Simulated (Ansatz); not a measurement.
Computed with Ansatz on PBE0-D4/def2-TZVP structures; ΔE is electronic, products minus reactants. CCSD(T)/CBS is the MP2 limit (def2-TZVPP, def2-QZVPP) plus CCSD(T) − MP2 in def2-TZVPP, frozen cores. DFT in def2-TZVPP. Elements past krypton have def2 core potentials. For Te outer-core shells are correlated without core-valence functions, which leaves a few kJ/mol of doubt a bond. Each species was taken in one conformer, which may not be the lowest.

Consider the redistribution: `C[Te][SiH2]N` + `F[CH]([SiH3])[AlH][SiH3]` → `N[SiH2]C(F)[SiH3]` + `C[Te][AlH][SiH3]`.

| level | ΔE (kJ/mol) |
| --- | --- |
| ωB97X-V | -63.9 |
| r2SCAN | -66.4 |
| PBE0 | -65.4 |
| HF/def2-TZVPP | -73.1 |
| CCSD/def2-TZVPP | -69.3 |
| CCSD(T)/def2-TZVPP | -69.7 |
| HF/def2-QZVPP | -72.0 |
| SCS-MP2/def2-QZVPP | -66.8 |

**Question.** What does CCSD(T)/CBS give? (Estimate.)

**Answer.** Ansatz gave: -67.0 kJ/mol. The listed levels differ from it by 3.1, 0.6, 1.6, -6.1, -2.3, -2.7, -5.0, 0.2 kJ/mol.

Largest T1 diagnostic among the species: 0.013.

In def2-TZVPP, CCSD(T) changes the Hartree–Fock value by +3.3 kJ/mol (the triples alone add −0.4 kJ/mol) and MP2 by +4.3 kJ/mol.

CCSD(T)/CBS has its own doubt, a few kJ/mol and more with outer-core shells, so smaller differences from it don't rank the levels.
